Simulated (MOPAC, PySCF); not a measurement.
C2H9NOSi, SMILES `CN(C)[SiH2]O` (C–N–Si–O torsion -73°, N–Si–O–H torsion -68°), neutral singlet in the gas phase. 

Cartesian coordinates (Å):
```xyz
14

C     -1.3684     0.7237     0.3691
N     -0.3019    -0.1698    -0.0127
C     -0.4200    -0.6752    -1.3571
Si     1.1085    -0.3360     0.9351
O      2.1897     0.9128     0.9089
H     -2.3439     0.2293     0.2732
H     -1.3935     1.6306    -0.2514
H     -1.2527     1.0353     1.4096
H     -0.3908     0.1275    -2.1086
H      0.3911    -1.3727    -1.5756
H     -1.3679    -1.2129    -1.4902
H      1.7676    -1.5761     0.4444
H      0.7137    -0.3877     2.3608
H      2.6686     1.0712     0.0944
```
Charge 0, multiplicity 1.

All levels are single points at this geometry (PBE0-D4/def2-TZVP); Pople sets use spherical d functions. Orbital energies aren't observables, and empty levels follow the basis.

```csv
level,HOMO (eV),LUMO (eV),gap (eV),dipole (D),"vertical IE, Delta-SCF (eV)"
PBE0-D4/def2-TZVP in PySCF,-6.55,0.61,7.16,1.99,8.53
B3LYP/3-21G in PySCF,-5.85,1.73,7.58,2.31,–
B3LYP/6-311+G** in PySCF,-6.36,-0.34,6.02,2.07,–
B3LYP/6-31G* in PySCF,-6.08,1.15,7.22,2.08,8.40
SVWN5/6-31G* in PySCF,-5.05,0.31,5.36,2.14,8.36
HF/3-21G in PySCF,-9.58,5.51,15.09,2.46,–
AM1 in MOPAC,-9.29,1.71,10.99,1.75,–
PM3 in MOPAC,-8.32,0.67,8.99,1.36,–
PM7 in MOPAC,-8.60,1.29,9.89,2.52,–
```
